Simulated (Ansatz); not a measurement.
Reaction (cleavage of the B–Ge bond): `[SiH3][GeH2][B](Cl)Cl` + CH₃OH → `COB(Cl)Cl` + `[SiH3][GeH3]`

Gas-phase electronic energies from Ansatz, PBE0-D4/def2-TZVP geometries. CBS: MP2 limit from def2 TZ/QZ plus the TZ coupled-cluster correction, frozen cores. This one scheme is used for every species. Functionals use def2-TZVPP. B3LYP here is the variant with VWN-RPA as its local correlation; programs differ in this. For Ge outer-core shells are correlated without core-valence functions, which leaves a few kJ/mol of doubt a bond. Scalar relativity is left out up to krypton. Each species was taken in one conformer, which may not be the lowest.

```
             level  ΔE (kJ/mol)  difference from CCSD(T)/CBS
            PBE-D4       -128.2                          4.0
         r2SCAN-D4       -139.8                         -7.6
           PBE0-D4       -132.5                         -0.3
          B3LYP-D4       -140.8                         -8.6
           ωB97X-V       -141.2                         -9.0
           ωB97M-V       -142.3                        -10.1
            B2PLYP       -143.0                        -10.8
               PBE       -130.5                          1.7
            r2SCAN       -140.5                         -8.3
              PBE0       -134.9                         -2.7
             B3LYP       -144.6                        -12.4
     HF/def2-TZVPP       -158.4                        -26.2
    MP2/def2-TZVPP       -136.4                         -4.2
SCS-MP2/def2-TZVPP       -139.7                         -7.5
   CCSD/def2-TZVPP       -139.2                         -7.0
CCSD(T)/def2-TZVPP       -136.6                         -4.4
     HF/def2-QZVPP       -160.1                        -27.9
    MP2/def2-QZVPP       -134.5                         -2.3
SCS-MP2/def2-QZVPP       -138.3                         -6.1
      HF/CBS(def2)       -160.3                        -28.1
     MP2/CBS(def2)       -132.0                          0.2
    CCSD/CBS(def2)       -134.8                         -2.6
       CCSD(T)/CBS       -132.2                            0
```

Largest T1 diagnostic among the species: 0.013.

The D4 term adds +3.8 kJ/mol with B3LYP and +2.4 kJ/mol with PBE0; it sums over pairs of atoms, weighted by their polarisabilities, and B3LYP, whose exchange is more repulsive, gets the larger term. From PBE to PBE0 (25 % exact exchange), in def2-TZVPP and without D4, ΔE moves by −4.4 kJ/mol.
